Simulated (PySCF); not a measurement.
## Sn³⁺ (tin, charge +3): UHF calculation

Configuration: [Kr] 4d10 5s1, 2S determinant. All numbers are calculated (PySCF 2.14, scalar relativity by spin-free X2C-1e, in aug-cc-pwCVTZ-DK3).

| Property | Result |
| --- | --- |
| Total energy | -6171.733768 hartree |
| One-electron energy | -8437.2610 hartree |
| Hartree (Coulomb) energy | 2428.9019 hartree |
| Exchange energy | -163.3747 hartree |
| ⟨S²⟩ | 0.7506 |
| ⟨L²⟩ | 0.000 |
| Sum of ⟨r⟩ | 26.69 bohr |
| Sum of ⟨r²⟩ | 28.13 bohr² |
| Langevin diamagnetic susceptibility | -22.3 ×10⁻⁶ cm³/mol |

```csv
shell,electrons,mean orbital energy (eV),"rms radius, mean of both spins (bohr)"
1s α,1,-29372.1,0.0335
1s β,1,-29372.0,0.0335
2s α,1,-4552.4,0.136
2s β,1,-4552.2,0.136
2p α,3,-4085.3,0.121
2p β,3,-4085.3,0.121
3s α,1,-942.28,0.361
3s β,1,-942.04,0.361
3p α,3,-785.40,0.362
3p β,3,-785.31,0.362
3d α,5,-543.46,0.341
3d β,5,-543.44,0.341
4s α,1,-189.48,0.874
4s β,1,-188.97,0.874
4p α,3,-139.52,0.949
4p β,3,-139.36,0.949
4d α,5,-64.844,1.16
4d β,5,-64.588,1.16
5s α,1,-39.442,2.30
```

Densities and radii are taken from the X2C orbitals without a picture-change correction, which distorts them close to the nucleus.
